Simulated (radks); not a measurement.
Effect of the nuclear size on the platinum ion Pt2+, [Xe] 4f14 5d8. Calculated with a radial shooting solver on a logarithmic mesh with Libxc functionals: Dirac Kohn-Sham, BLYP, spin-unpolarised, spherical densities, finite nucleus; open shells are shared between the two j in proportion to 2j + 1; Fermi nuclear charge, rms radius 5.427 fm. The rms radius is varied about that value; shifts are against it.

| rms radius (fm) | total energy shift (eV) | density at nucleus (e/bohr^3) | 1s1/2 shift (meV) | 2s1/2 shift (meV) | 5s1/2 shift (meV) | 5p1/2 shift (meV) | 5d5/2 shift (meV) | 6s1/2 (empty) shift (meV) | 6p1/2 (empty) shift (meV) |
|---|---|---|---|---|---|---|---|---|---|
| 4.4447 | -29.4 | 2.135e+06 | -11800 | -1730 | -19.3 | -0.371 | 0.176 | -2.50 | -0.112 |
| 4.9711 | -14.1 | 2.044e+06 | -5660 | -829 | -9.23 | -0.178 | 0.084 | -1.20 | -0.054 |
| 5.427 | 0 | 1.975e+06 | 0.000 | 0.000 | 0.000 | 0.000 | 0.000 | 0.000 | 0.000 |
| 5.9588 | 17.4 | 1.904e+06 | 6980 | 1020 | 11.4 | 0.221 | -0.104 | 1.47 | 0.066 |
| 6.6426 | 41.2 | 1.825e+06 | 16500 | 2420 | 26.9 | 0.526 | -0.247 | 3.49 | 0.157 |

Slopes of the eigenvalues against <r^2> in GHz/fm^2, as finite differences over the two radii next to the reference (eigenvalue slopes, not the field-shift constants of lines): 1s1/2 283000, 2s1/2 41400, 5s1/2 461, 5p1/2 8.95, 5d5/2 -4.23, 6s1/2 (empty) 59.8, 6p1/2 (empty) 2.69.
